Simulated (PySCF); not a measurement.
## SMILES CCC/C=C\c1ccccc1, C$_{11}$H$_{14}$

Geometry (Å), atoms numbered from 1 in this order:
```xyz
25

C     3.6198    1.1850    0.0084
C     2.9369   -0.1651    0.1852
C     1.5156   -0.0103    0.7317
C     0.8490   -1.3384    0.8969
C    -0.4221   -1.6391    0.6438
C    -1.4787   -0.7308    0.1981
C    -2.4128   -1.1830   -0.7347
C    -3.4283   -0.3587   -1.1786
C    -3.5398    0.9325   -0.6887
C    -2.6343    1.3860    0.2550
C    -1.6142    0.5632    0.6975
H     4.6306    1.0569   -0.3722
H     3.0647    1.8036   -0.6934
H     3.6758    1.7123    0.9585
H     2.8960   -0.6813   -0.7765
H     3.5235   -0.7828    0.8697
H     1.5710    0.4933    1.7033
H     0.9320    0.6218    0.0592
H     1.5085   -2.1325    1.2258
H    -0.7357   -2.6721    0.7411
H    -2.3283   -2.1897   -1.1199
H    -4.1408   -0.7243   -1.9043
H    -4.3342    1.5778   -1.0340
H    -2.7269    2.3862    0.6538
H    -0.9383    0.9138    1.4620
```

Method used: PySCF 2.14.0, GIAO BHandHLYP/pcSseg-1 magnetisability, rotational g tensor and spin-rotation constants, non-relativistic, gas phase. Geometry: GFN2-xTB.

Task: What are the magnetisability and the molar susceptibility?

Result: Isotropic -1779 × 10⁻³⁰ J/T², or -107.1 × 10⁻⁶ cm³/mol; principal values -2529, -1433, -1375 × 10⁻³⁰ J/T², anisotropy 1127 × 10⁻³⁰ J/T² (root of half the summed squared differences of the principal values). The susceptibility is in cgs units.

Task: Split it along the inertial axes a, b, c into diamagnetic and paramagnetic parts about the centre of mass, with the quadrupole moment.

Result: 
```csv
axis,χ (10⁻⁶ cm³/mol),diamagnetic (10⁻⁶ cm³/mol),paramagnetic (10⁻⁶ cm³/mol),summed x² of all electrons (Å²),quadrupole Θ (D Å)
a,-99.2,-692.2,593.1,532.1,+3.33
b,-93.6,-2462.3,2368.7,114.9,+1.79
c,-128.7,-2745.1,2616.5,48.2,-5.12
```
Anisotropies 2χaa − χbb − χcc = +24.0 and 2χbb − χaa − χcc = +40.6 × 10⁻⁶ cm³/mol. Θ is traceless in Buckingham's convention.

Task: And the rotational g tensor?

Result: 
```csv
axis,rotational constant (GHz),g,nuclear part,electronic part
a,2.2871,-0.0220,0.6153,-0.6372
b,0.5272,-0.0062,0.5805,-0.5867
c,0.4710,+0.0031,0.5821,-0.5790
```
Asymmetric top; isotopes 12C, 1H; no vibrational averaging.
